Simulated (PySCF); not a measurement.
## The halides of gallium, GaF₂⁺ to GaI₂⁺

Level: PBE0 in the def2-TZVP basis family, computed in PySCF with density fitting; scalar-relativistic core potentials for atoms from Rb on, none lighter, no spin–orbit coupling; open shells unrestricted.

Each entry is the lowest minimum that a search over a few typed start shapes (and spin states, where more than one is plausible) found, or that minimum re-optimised at the stated level; isomers with ligand–ligand bonds, or fragments after loss of a ligand pair, can lie lower.

```json
{"molecule": "GaF₂⁺", "2S+1": "1", "point group": "D∞h", "mean bond to Ga (Å)": "1.661", "polar-tensor charge of Ga": "1.79", "gap (eV)": "8.59"}
{"molecule": "GaBr₂⁺", "2S+1": "1", "point group": "D∞h", "mean bond to Ga (Å)": "2.168", "polar-tensor charge of Ga": "1.22", "gap (eV)": "6.06"}
{"molecule": "GaI₂⁺", "2S+1": "1", "point group": "D∞h", "mean bond to Ga (Å)": "2.368", "polar-tensor charge of Ga": "1.04", "gap (eV)": "5.11"}
```

The bond lengthens at every step; the largest change, 0.507 Å, falls between GaF₂⁺ and GaBr₂⁺ among the members listed.

Left out of the table are members whose search was unfinished or whose lowest solution was spin-contaminated, unstable, very soft or bonded differently.
